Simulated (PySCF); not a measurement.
1-methylnaphthalene, C₁₁H₁₀.
SMILES with atom numbers: `[CH3:1][c:2]1[cH:3][cH:4][cH:5][c:6]2[cH:7][cH:8][cH:9][cH:10][c:11]12` (hydrogens: H12, H13, H14 on C1; H15 on C3; H16 on C4; H17 on C5; H18 on C7; H19 on C8; H20 on C9; H21 on C10)

The same species was optimised twice, with GFN2-xTB and with PBE0-D3(BJ)/def2-SVP (PySCF), and the same property calculations (PySCF, gas phase) were run on both structures.

```json
{"coordinate": "C3–C4 (Å)", "GFN2-xTB": "1.402", "PBE0-D3(BJ)/def2-SVP": "1.413", "change": "+0.011"}
{"coordinate": "C2–C11 (Å)", "GFN2-xTB": "1.422", "PBE0-D3(BJ)/def2-SVP": "1.432", "change": "+0.010"}
{"coordinate": "C8–C9 (Å)", "GFN2-xTB": "1.402", "PBE0-D3(BJ)/def2-SVP": "1.412", "change": "+0.010"}
{"coordinate": "C6–C11 (Å)", "GFN2-xTB": "1.421", "PBE0-D3(BJ)/def2-SVP": "1.431", "change": "+0.010"}
{"coordinate": "C9–C10 (Å)", "GFN2-xTB": "1.367", "PBE0-D3(BJ)/def2-SVP": "1.376", "change": "+0.009"}
{"coordinate": "C7–C8 (Å)", "GFN2-xTB": "1.366", "PBE0-D3(BJ)/def2-SVP": "1.375", "change": "+0.009"}
{"coordinate": "C2–C3 (Å)", "GFN2-xTB": "1.371", "PBE0-D3(BJ)/def2-SVP": "1.380", "change": "+0.009"}
{"coordinate": "C5–C6 (Å)", "GFN2-xTB": "1.411", "PBE0-D3(BJ)/def2-SVP": "1.419", "change": "+0.008"}
{"coordinate": "C4–C5 (Å)", "GFN2-xTB": "1.365", "PBE0-D3(BJ)/def2-SVP": "1.373", "change": "+0.008"}
{"coordinate": "C6–C7 (Å)", "GFN2-xTB": "1.411", "PBE0-D3(BJ)/def2-SVP": "1.418", "change": "+0.007"}
{"coordinate": "C10–C11 (Å)", "GFN2-xTB": "1.412", "PBE0-D3(BJ)/def2-SVP": "1.420", "change": "+0.008"}
{"coordinate": "C1–C2 (Å)", "GFN2-xTB": "1.499", "PBE0-D3(BJ)/def2-SVP": "1.500", "change": "+0.001"}
{"coordinate": "C1–C2–C3 (°)", "GFN2-xTB": "120.1", "PBE0-D3(BJ)/def2-SVP": "120.6", "change": "+0.5"}
{"coordinate": "C3–C2–C11 (°)", "GFN2-xTB": "119.2", "PBE0-D3(BJ)/def2-SVP": "118.8", "change": "-0.4"}
{"coordinate": "C2–C11–C10 (°)", "GFN2-xTB": "122.7", "PBE0-D3(BJ)/def2-SVP": "122.3", "change": "-0.4"}
{"coordinate": "C2–C11–C6 (°)", "GFN2-xTB": "119.2", "PBE0-D3(BJ)/def2-SVP": "119.5", "change": "+0.3"}
{"coordinate": "C5–C6–C7 (°)", "GFN2-xTB": "121.3", "PBE0-D3(BJ)/def2-SVP": "121.5", "change": "+0.2"}
{"coordinate": "C2–C3–C4 (°)", "GFN2-xTB": "121.6", "PBE0-D3(BJ)/def2-SVP": "121.8", "change": "+0.2"}
{"coordinate": "C8–C9–C10 (°)", "GFN2-xTB": "120.5", "PBE0-D3(BJ)/def2-SVP": "120.4", "change": "-0.1"}
{"coordinate": "C6–C7–C8 (°)", "GFN2-xTB": "121.0", "PBE0-D3(BJ)/def2-SVP": "121.1", "change": "+0.1"}
```

Rotational constants: A = 1925, B = 1140, C = 719.0 MHz (GFN2-xTB) against A = 1898, B = 1128, C = 710.5 MHz (PBE0-D3(BJ)/def2-SVP). Point groups within 0.08 Å: Cs and Cs. Atoms that the bonding makes alike are paired by their places after alignment.

On the GFN2-xTB structure: HOMO (eV) -6.24 [PBE0/pcSseg-1]; LUMO (eV) -1.15 [PBE0/pcSseg-1]; dipole (D) 0.38 [PBE0/pcSseg-1]; GIAO shielding of C1 (ppm) 164.1 [PBE0/pcSseg-1]; GIAO shielding of C2 (ppm) 47.0 [PBE0/pcSseg-1]; GIAO shielding of C3 (ppm) 54.4 [PBE0/pcSseg-1]; GIAO shielding of C4 (ppm) 55.5 [PBE0/pcSseg-1]; GIAO shielding of C5 (ppm) 54.2 [PBE0/pcSseg-1]; GIAO shielding of C6 (ppm) 49.6 [PBE0/pcSseg-1]; GIAO shielding of C7 (ppm) 52.1 [PBE0/pcSseg-1]; GIAO shielding of C8 (ppm) 55.8 [PBE0/pcSseg-1].

Q: What do these properties become on the PBE0-D3(BJ)/def2-SVP structure?

A: 
```tsv
property	level	on GFN2-xTB	on PBE0-D3(BJ)/def2-SVP	change
HOMO (eV)	PBE0/pcSseg-1	-6.24	-6.24	0.00
LUMO (eV)	PBE0/pcSseg-1	-1.15	-1.20	-0.05
dipole (D)	PBE0/pcSseg-1	0.38	0.39	+0.01
energy, GFN2-xTB geometry as zero (kcal/mol)	PBE0/pcSseg-1	0.0	-0.3	-0.3
GIAO shielding of C1 (ppm)	PBE0/pcSseg-1	164.1	162.6	-1.5
GIAO shielding of C2 (ppm)	PBE0/pcSseg-1	47.0	45.2	-1.8
GIAO shielding of C3 (ppm)	PBE0/pcSseg-1	54.4	52.2	-2.2
GIAO shielding of C4 (ppm)	PBE0/pcSseg-1	55.5	53.4	-2.1
GIAO shielding of C5 (ppm)	PBE0/pcSseg-1	54.2	52.0	-2.2
GIAO shielding of C6 (ppm)	PBE0/pcSseg-1	49.6	47.5	-2.1
GIAO shielding of C7 (ppm)	PBE0/pcSseg-1	52.1	50.0	-2.1
GIAO shielding of C8 (ppm)	PBE0/pcSseg-1	55.8	53.5	-2.3
```

The heavy atoms differ by 0.013 Å rms after alignment. Among bonds between heavy atoms C2–C11, C3–C4, C6–C11 and C8–C9 change most and about equally (+0.010 to +0.011 Å). Changes are differences of the printed values. Neither structure is proved a minimum here.
